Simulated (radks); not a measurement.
The neodymium anion Nd- inside a hard spherical wall (all orbitals vanish at R), configuration held at [Xe] 4f5 6s2 and not refilled when levels cross. Calculated with a radial shooting solver on a logarithmic mesh with Libxc functionals: scalar-relativistic Kohn-Sham, PBE, spin-unpolarised, spherical densities, point nucleus. Eigenvalues in eV, with the zero of energy where the potential of the charges vanishes at infinity; a dash marks a level that is unbound or too diffuse for the functional's potential to be trusted. A positive occupied level is held by the wall or, in an anion where self-interaction has pushed it up, behind a barrier. The pressure on the wall is -dE/dV.

R (bohr)  E (hartree)  kinetic (hartree)    e(5s)    e(5p)   e(6s)  e(6p, empty)  e(5d, empty)   e(4f)  pressure (GPa)
12         -9623.9011          10243.533  -34.311  -16.190   0.637             -             -   4.731           0.148
8          -9623.8095          10243.742  -30.976  -13.005   2.822             -             -   8.143            1.96
7          -9623.7356          10243.935  -29.428  -11.546   4.249         7.380         6.627   9.756            4.78
4          -9622.3046          10248.526  -18.795   -1.580  24.420        34.453        19.209  21.896             244
3          -9618.4730          10261.462   -5.165   12.955  64.840        82.336        39.199  38.652            2010
2.5        -9612.1633          10281.290   11.533   32.182  119.21        143.01        65.027  57.453            7330
